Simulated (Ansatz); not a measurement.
Two members of one family (Bn), computed with Ansatz in the gas phase. The two geometries come from different levels. HOMO and LUMO are taken over both spins. The structures are stationary points that may keep the symmetry of their start.

First: B8⁺ (doublet, charge 1, PBE-D4/def2-SVP geometry).

Cartesian coordinates in Å:
```
B 1.2133 0.4778 -1.3161
B 1.6654 0.7493 0.1608
B -0.1483 -0.1520 -1.8112
B -0.5921 -0.1810 1.7332
B 0.0001 -0.0002 -0.0002
B -1.4068 -0.6697 -0.9357
B -1.5964 -0.6803 0.6415
B 0.8649 0.4560 1.5277
```

```
              level  HOMO (eV)  LUMO (eV)  gap (eV)
    PBE-D4/def2-SVP     -11.46     -11.30      0.16
   PBE-D4/def2-TZVP     -11.43     -11.25      0.17
r2SCAN-D4/def2-TZVP     -11.66     -11.16      0.50
   PBE0-D4/def2-SVP     -12.20     -10.48      1.72
  PBE0-D4/def2-TZVP     -12.18     -10.41      1.76
```

Second: B12⁺ (doublet, charge 1, r2SCAN-D4/def2-SVP geometry).

```xyz
12

B     1.8381    0.1270   -0.0873
B    -1.6974    0.7019    0.0689
B     1.1655   -1.3413   -0.2151
B     1.0194    1.0135    1.0864
B    -1.3154   -0.2462   -1.2689
B    -0.6453    1.2228   -1.1377
B     1.1756   -0.5831    1.2876
B     0.9100    1.3974   -0.5485
B    -0.3933   -1.5150   -0.7940
B    -0.4036    1.6345    0.4761
B    -1.5406   -0.8946    0.2679
B    -0.1129   -1.5168    0.8646
```

**Question.** Estimate the same table for the second.

**Answer.** 
```csv
level,HOMO (eV),LUMO (eV),gap (eV)
PBE-D4/def2-SVP,-10.61,-10.16,0.45
PBE-D4/def2-TZVP,-10.59,-10.14,0.46
r2SCAN-D4/def2-TZVP,-10.73,-10.01,0.72
PBE0-D4/def2-SVP,-11.54,-9.49,2.05
PBE0-D4/def2-TZVP,-11.49,-9.43,2.06
```
